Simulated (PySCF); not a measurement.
Working out the ionisation energy of Zn¹⁶⁺

Zn¹⁶⁺ [Ne] 3s2 3p2 (3P) → Zn¹⁷⁺ [Ne] 3s2 3p1 (2P). Calculation: PySCF 2.14, in an even-tempered Gaussian basis (17 s from 1.2 bohr⁻², ratio 2.5; 11 p from 1.6 bohr⁻², ratio 2.5; 5 d from 7.8 bohr⁻², ratio 2.7; 4 f from 12 bohr⁻², ratio 2.7); the non-relativistic Hamiltonian (point nucleus). Frozen: 1s2; the 18 highest virtual orbitals dropped. Energies in hartree (1 hartree = 27.21139 eV):

| part | Zn¹⁶⁺ (lower) | Zn¹⁷⁺ (upper) |
| --- | --- | --- |
| UHF | -1648.055733 | -1627.011059 |
| MP2 opposite-spin | -0.333023 | -0.324844 |
| MP2 same-spin | -0.113816 | -0.101872 |

**Question.** What does Hartree-Fock give?

**Answer.** (-1627.011059) − (-1648.055733) = 21.044674 hartree = 572.655 eV.

**Question.** What do MP2 and SCS-MP2 (6/5 opposite-spin, 1/3 same-spin) give?

**Answer.** The opposite-spin parts differ by 0.223 eV and the same-spin parts by 0.325 eV. MP2: 572.655 + (0.223) + (0.325) = 573.203 eV. SCS-MP2: 572.655 + 1.2 × (0.223) + (0.325)/3 = 573.031 eV.

A first-order spin-orbit estimate adds -0.098 eV to MP2 (outer shells), giving 573.105 eV against 577.8 ± 1.3 eV (semi-empirical (NIST evaluation); NIST Atomic Spectra Database, ionization energies).

The calculation is non-relativistic.

What remains against the reference includes basis incompleteness, the frozen core and correlation beyond second order.
